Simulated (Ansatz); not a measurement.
`C#[C][InH][NH2]` + H₂O → `[NH2][InH][OH]` + acetylene  (formal hydrolysis of the In–C bond)

Isolated molecules relaxed with PBE0-D4/def2-TZVP in Ansatz; ΔE leaves out vibrations. CBS: MP2 limit from def2 TZ/QZ plus the TZ coupled-cluster correction, frozen cores. This one scheme is used for every species. Functionals use def2-TZVPP. def2 core potentials past Kr. For In outer-core shells are correlated without core-valence functions, which leaves a few kJ/mol of doubt a bond. One conformer a species, not always the lowest.

`C#[C][InH][NH2]`:

```xyz
8

C    -1.435    2.199    0.126
C    -1.013    1.067    0.187
In   -0.306   -0.894    0.300
N     1.557   -1.081   -0.394
H    -1.805    3.197    0.071
H    -1.158   -2.234    0.905
H     2.088   -0.311   -0.763
H     2.072   -1.944   -0.432
```

H₂O:

```xyz
3

O    -0.286    0.176    0.196
H     0.232    0.534   -0.528
H     0.054   -0.710    0.332
```

`[NH2][InH][OH]`:

Z-matrix (Å, degrees):
```
N
In 1 2.003
H 1 1.007 2 120.9
H 1 1.009 2 117.7 3 -140.7
O 2 1.990 1 107.5 3 159.0
H 2 1.701 1 129.7 3 -26.0
H 5 0.959 2 113.7 1 175.5
```

`C#C`:

```xyz
4

C    -0.216   -0.541   -0.140
C     0.216    0.541    0.140
H    -0.599   -1.502   -0.389
H     0.599    1.502    0.389
```

| level | ΔE (kJ/mol) |
| --- | --- |
| ωB97X-V | -0.7 |
| MP2/def2-SVP | -0.3 |

(1) What does CCSD(T)/CBS give? (Estimate.)

Largest T1 diagnostic among the species: 0.016.

Answers

(1) Computed: +0.2 kJ/mol. The listed levels differ from it by -0.9, -0.5 kJ/mol.

From PBE to PBE0 (25 % exact exchange), in def2-TZVPP and without D4, ΔE moves by +7.7 kJ/mol. Leaving LDA and LC-ωPBE aside and taking each functional with its dispersion term where it has one, the values, not all of them listed here, spread over 18.0 kJ/mol, from BLYP-D4 to PBE-QIDH. LDA lies +3.4 kJ/mol from PBE without D4.
